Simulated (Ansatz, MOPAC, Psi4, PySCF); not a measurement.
System: BOF, net charge 0, singlet state. SMILES: O=BF
Coordinates optimised at B3LYP-D3(BJ)/def2-TZVP (Ansatz, a quantum-chemistry and plane-wave program):
```
B
O 1 1.2071
F 1 1.2860 2 180.00
```

Wanted: vertical ionisation energy to the doublet, in eV. Set-up: each state is the SCF solution reached for its charge and spin; PM7 with its own dispersion and hydrogen-bond terms; 6-31G* and kin with 6d, 5d where marked; frozen cores in correlated levels; non-relativistic; UHF or UKS for open shells; no dispersion term unless named; spin-orbit terms left out. CBS marks a two-point X^-3 extrapolation of the correlation energy; Hartree-Fock from the larger set. [CCSD(T)-MP2]/basis is that difference in the basis named. First-principles rows: single points at B3LYP-D3(BJ) geometries (Ansatz). Semi-empirical rows: differences of heats of formation at the shared geometry for vertical values.

| species | coefficient | E at wB97X-D/6-31G* (Psi4), Eh | E at M06-2X/def2-TZVPD (PySCF), Eh | heat of formation at PM7 (MOPAC), kcal/mol |
|---|---|---|---|---|
| charge 1, doublet | +1 | -199.44918 | -199.52888 | 136.16 |
| charge 0, singlet | -1 | -199.93634 | -200.02579 | -148.89 |

Coupled cluster (Ansatz) is a level with limits of its own, used here on species with T1 under 0.025 (0.045 for open shells) and stable references: RI-MP2/CBS(aug-cc-pVTZ,aug-cc-pVQZ)+[CCSD(T)-MP2]/aug-cc-pVTZ. Value to compare with, RI-MP2/CBS(aug-cc-pVTZ,aug-cc-pVQZ)+[CCSD(T)-MP2]/aug-cc-pVTZ (Ansatz): 13.66 eV. 1 Eh = 27.2114 eV and 1 eV = 23.0605 kcal/mol.

Problem. Work the quantity out at each level, and compare with RI-MP2/CBS(aug-cc-pVTZ,aug-cc-pVQZ)+[CCSD(T)-MP2]/aug-cc-pVTZ (Ansatz).

Solution. 
- wB97X-D/6-31G*: the sum of coefficient times E is 0.48716 Eh, or 13.256 eV. Result: 13.26 eV. Its difference against RI-MP2/CBS(aug-cc-pVTZ,aug-cc-pVQZ)+[CCSD(T)-MP2]/aug-cc-pVTZ (Ansatz) is -0.40 eV.
- M06-2X/def2-TZVPD: the sum of coefficient times E is 0.49691 Eh, or 13.522 eV. Result: 13.52 eV. Its difference against RI-MP2/CBS(aug-cc-pVTZ,aug-cc-pVQZ)+[CCSD(T)-MP2]/aug-cc-pVTZ (Ansatz) is -0.14 eV.
- PM7: the sum of coefficient times heat of formation is 285.05 kcal/mol, or 12.36 eV. Its difference against RI-MP2/CBS(aug-cc-pVTZ,aug-cc-pVQZ)+[CCSD(T)-MP2]/aug-cc-pVTZ (Ansatz) is -1.30 eV.
